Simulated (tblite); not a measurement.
C6H12OSi.
Z-matrix (Å and degrees, GFN2-xTB geometry), rows numbered from 1:
```
O 
C   1  1.1993
C   2  1.5025  1  125.89
C   3  1.5322  2  110.08  1  -128.96
C   4  1.5275  3  113.04  2   171.44
C   5  1.5280  4  112.58  3    69.50
Si  6  1.9002  5  110.78  4   -57.09
C   3  1.5340  2  106.69  1   109.15
H   2  1.1104  1  120.85  3   177.74
H   3  1.0945  2  108.59  1    -8.88
H   4  1.0936  3  108.52  2    50.73
H   4  1.0931  3  109.29  2   -66.53
H   5  1.0938  4  108.50  3  -169.09
H   5  1.0924  4  109.11  3   -52.46
H   6  1.0919  5  108.85  4    64.12
H   6  1.0901  5  109.26  4   179.89
H   7  1.4656  6  111.67  5   162.66
H   7  1.4676  6  110.68  5   -73.44
H   8  1.0905  3  109.25  2   -58.82
H   8  1.0922  3  108.88  2    57.28
```

Computed values, GFN2-xTB/tblite, gas phase, harmonic and unscaled. This tight-binding method is rough: wavenumbers can miss measured ones by several per cent, in bad cases by 10 to 20. Modes of hydrogen on silicon can be 10 to 20 % off. One conformer, not necessarily the lowest.

Harmonic wavenumbers (cm⁻¹): 51.3, 100.6, 131.2, 253.1, 264.3, 292.9, 305.8, 382.6, 450.2, 487.2, 548.1, 569.1, 647.9, 694.0, 744.4, 766.6, 794.8, 801.9, 874.6, 911.8, 919.8, 982.4, 1005.4, 1064.3, 1069.1, 1098.4, 1127.9, 1189.0, 1190.5, 1219.6, 1246.5, 1274.9, 1303.1, 1311.6, 1350.5, 1354.4, 1389.3, 1476.9, 1479.7, 1489.5, 1500.9, 1787.1, 2231.4, 2246.2, 2732.5, 2947.7, 2950.5, 2958.4, 2966.4, 2968.6, 2973.8, 2980.2, 2990.1, 2995.4.

A = 3036, B = 1111, C = 878.1 MHz; mass 128.066 u (most abundant isotopes); point group C1, symmetry number 1.

Task: Zero-point energy?

Result: Half the sum of the wavenumbers: 35922 cm⁻¹ = 102.71 kcal/mol.

Task: What is S at 350 K and 1 bar for an ideal gas of classical rigid rotors and harmonic oscillators?

Result: Translation 41.28, rotation 29.55, vibration 28.82: S = 99.7 cal/(mol K).

Task: And Cp and H(350 K) − H(0)?

Result: Cp = 42.73 cal/(mol K), of which vibrations give 34.78 (their classical limit is 54 R = 107.3); H(350 K) − H(0) = 8.39 kcal/mol without the zero-point energy, 5.61 from vibrations.

Task: How do the functions run with temperature in this model?

Result: 
```tsv
T (K)	S (cal/(mol K))	Cp (cal/(mol K))	H − H(0) (kcal/mol)	G − H(0) (kcal/mol)	ln q(vib)
150	74.2	20.9	2.08	-9.05	2.12
250	87.3	31.5	4.68	-17.14	4.19
298.15	93.3	36.9	6.33	-21.48	5.26
400	105.7	48.0	10.66	-31.62	7.60
600	128.7	65.4	22.11	-55.09	12.41
900	158.6	82.1	44.44	-98.32	19.55
```

q(vib) and H(0) count from the zero-point level.

Task: Which modes carry the vibrational entropy at 350 K?

Result: 51.3 cm⁻¹: 5.08; 100.6 cm⁻¹: 3.76; 131.2 cm⁻¹: 3.24; 253.1 cm⁻¹: 2.00; 264.3 cm⁻¹: 1.92; 292.9 cm⁻¹: 1.73 cal/(mol K); the other 48 give 11.10 together.

Task: What must be added to the electronic energy to get the Gibbs energy at 350 K and 1 bar?

Result: ZPE + [H(350 K) − H(0)] − T·S = 102.71 + 8.39 − 34.88 = 76.22 kcal/mol.

Task: Blend soft modes into free rotors: weight 1/[1 + (100 cm⁻¹/ν̃)⁴] for the oscillator and the rest for a rotor with moment μB/(μ + B), μ = h/(8π²ν), B = 10⁻⁴⁴ kg m². What vibrational entropy results?

Result: 27.03 cal/(mol K) in place of 28.82, which changes −T·S at 350 K by +0.63 kcal/mol.

Hindered rotation and anharmonicity are outside this model. Other conformers, if any are populated, would add a mixing term that is left out. The structure is chiral; the term R ln 2 for an equal mix with its mirror image is left out.

Time: 2.7 s. Hardware: one thread, Intel Xeon at 2.50 GHz (x86_64), shared host with 64 logical CPUs at a one-minute load of 58. The figure is for the frequency step alone.
